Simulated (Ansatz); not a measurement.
Job for Ansatz (a first-principles code): R-PBE0/def2-TZVPPD on C2H4FN (a complex), monomers drawn apart or pushed together. Files ending in .json are basis or fitting sets from the Basis Set Exchange.

Ansatz 0.2 input:
```yaml
crystal:
  periodic: [false, false, false]
  atoms:
    - {symbol: F, position_ang: [0.48255518, -0.31717282, -0.34942402]}
    - {symbol: H, position_ang: [0.35994762, -0.18489023, 0.57557568]}
    - {symbol: C, position_ang: [-0.39433097, 0.62653366, 6.25495522]}
    - {symbol: C, position_ang: [-0.20494577, 0.42305024, 4.83009271]}
    - {symbol: N, position_ang: [-0.05546956, 0.26240365, 3.70517580]}
    - {symbol: H, position_ang: [-1.40685471, 0.34040007, 6.53983938]}
    - {symbol: H, position_ang: [0.31699863, 0.01927755, 6.81485404]}
    - {symbol: H, position_ang: [-0.23858963, 1.67618565, 6.50437886]}
basis:
  gaussian:
    orbitals: def2-TZVPPD.json
hamiltonian:
  xc: {name: PBE0}
scf: {lower_state_search: off}
```

The head of its log:

```
WARN ansatz: RAYON_NUM_THREADS=1 ignored (pool sized by the plan → 1); use --threads N
Functional definition: PBE0
these checks for a lower state are left out or cut short: stability, starts, cluster_reference, orbital_swaps, neighbouring_geometries, increment
integrals: 0.09 GiB planned
960 factors; their error is unknown
mean field: 0.91 GiB planned
mean field evaluation 1: about -6335.0388 eV, gradient 5.8e1 eV
mean field evaluation 2: about -6330.9995 eV, gradient 7.5e1 eV
```

Predict the final total energy.

-233.0433 hartree.
